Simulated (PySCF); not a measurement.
Highest orbital energy against ionisation energy along the noble gases

Calculated with PySCF 2.14, no spin-orbit coupling. Each cell gives −ε(HOMO) / ΔSCF in eV; NIST values include spin-orbit coupling, (s) semi-empirical, (t) theoretical.

| species | UHF | LDA | PBE | PBE0 | r2SCAN | NIST (lowest levels) |
| --- | --- | --- | --- | --- | --- | --- |
| He+ (x2c-QZVPPall with one added diffuse shell each of s, p, d type, spin-free X2C) | 54.421 / 54.421 | 41.103 / 52.836 | 42.044 / 54.253 | 45.177 / 54.333 | 43.217 / 54.426 | 54.418 (t) |
| Ne+ (x2c-QZVPPall with one added diffuse shell each of s, p, d, f type, spin-free X2C) | 42.093 / 39.259 | 31.227 / 41.424 | 31.224 / 41.124 | 34.208 / 40.990 | 32.017 / 41.118 | 40.963 |
| Ar+ (x2c-QZVPPall with one added diffuse shell each of s, p, d, f type, spin-free X2C) | 27.618 / 26.355 | 21.584 / 27.814 | 21.531 / 27.576 | 23.325 / 27.590 | 21.971 / 27.646 | 27.630 |
| Kr+ (x2c-QZVPPall with one added diffuse shell each of s, p, d, f type, spin-free X2C) | 24.216 / 23.228 | 19.176 / 24.622 | 19.038 / 24.305 | 20.603 / 24.343 | 19.464 / 24.422 | 24.360 |
| Xe+ (x2c-QZVPPall with one added diffuse shell each of s, p, d, f type, spin-free X2C) | 20.882 / 20.071 | 16.766 / 21.396 | 16.597 / 21.067 | 17.931 / 21.113 | 16.938 / 21.114 | 20.975 (s) |

Question: How far is −ε(HOMO) from ΔSCF on average for each method, and why?

Answer: UHF 1.18 eV; LDA -7.65 eV; PBE -7.58 eV; PBE0 -5.42 eV; r2SCAN -7.02 eV. Hartree-Fock orbital energies lack relaxation and so exceed the ΔSCF value; semilocal functionals have convex E(N) from self-interaction, so their HOMO lies far too high; exact exchange moves hybrids part of the way back.
